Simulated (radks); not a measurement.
Results of a calculation; reference values are marked as such.
Spin polarisation of the 5d1 shell in Hf3+. Start: [Xe] 4f14 5d(up 0.5, down 0.5); electrons of 5d are moved from spin down to spin up, other shells keep equal spins. Level of theory: scalar-relativistic Kohn-Sham, SCAN, spin-polarised, spherical densities, finite nucleus; meta-GGA in the generalised Kohn-Sham scheme; Fermi nuclear charge, rms radius of each element as measured or else 0.836 A^(1/3) + 0.57 fm (a radial shooting solver on a logarithmic mesh with Libxc functionals).

moment (Bohr magnetons)  E - E(0) (eV)  e(5d up) (eV)  e(5d down) (eV)  4f down minus up (eV)  5p down minus up (eV)
0                                0.000        -26.865          -26.865                 0.000                 0.000
0.25                            -0.018        -27.002          -26.717                  0.040                  0.138
0.5                             -0.072        -27.131          -26.555                  0.081                  0.276
0.75                            -0.163        -27.253          -26.370                  0.123                  0.412

At moment 0.75 the spin-polarisation energy is -0.163 eV and the 5d exchange splitting 0.883 eV, that is 1.178 eV per Bohr magneton; E = -I m^2/4 would give I = 1.156 eV.
